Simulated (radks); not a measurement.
All-electron atom: Xe IV in [Kr] 4d10 5s2 5p3 (the NIST ground configuration). Method: scalar-relativistic Kohn-Sham, PBE, spin-polarised, spherical densities, finite nucleus; open shells are filled with parallel spins first (spin-orbit coupling, left out, can overturn this in heavy ions); Fermi nuclear charge, rms radius 4.7859 fm; computed with a radial shooting solver on a logarithmic mesh with Libxc functionals.

Local quantities along the radius. ELF = 1/(1 + alpha^2) is the electron localisation function; alpha = (tau - tau_W)/tau_unif compares the Pauli kinetic energy density with that of the uniform gas (summed over spins). tau is taken from the large components.

r (bohr)    ELF    alpha
0.001071  0.999  0.02353
0.001428  0.999  0.02379
0.00192   0.999  0.02477
0.002561  0.999  0.02670
0.003415  0.999  0.03003
0.004592  0.999  0.03580
0.006124  0.998  0.04542
0.008168  0.996  0.06268
0.01098   0.991  0.09745
0.01465   0.972   0.1706
0.01954   0.895   0.3428
0.02627   0.635   0.7588
0.03503   0.353    1.355
0.04672   0.368    1.312
0.06282   0.629   0.7675
0.08378   0.752   0.5748
0.1117    0.582   0.8475
0.1502    0.324    1.444
0.2004    0.546   0.9117
0.2673    0.762   0.5595
0.3593    0.524   0.9528
0.4793    0.202    1.985
0.6392    0.684   0.6797
0.8526    0.730   0.6077
1.146     0.387    1.258
1.529     0.383    1.270
2.039     0.770   0.5471
2.741     0.727   0.6127
3.656     0.241    1.776
4.877     0.008    11.04

On this mesh the ELF has minima near r = 0.040, 0.15, 0.48, 1.3 bohr, which separate the shells, and maxima near 0.0011 (1.00), 0.084 (0.75), 0.27 (0.76), 0.74 (0.77), 2.4 (0.80).
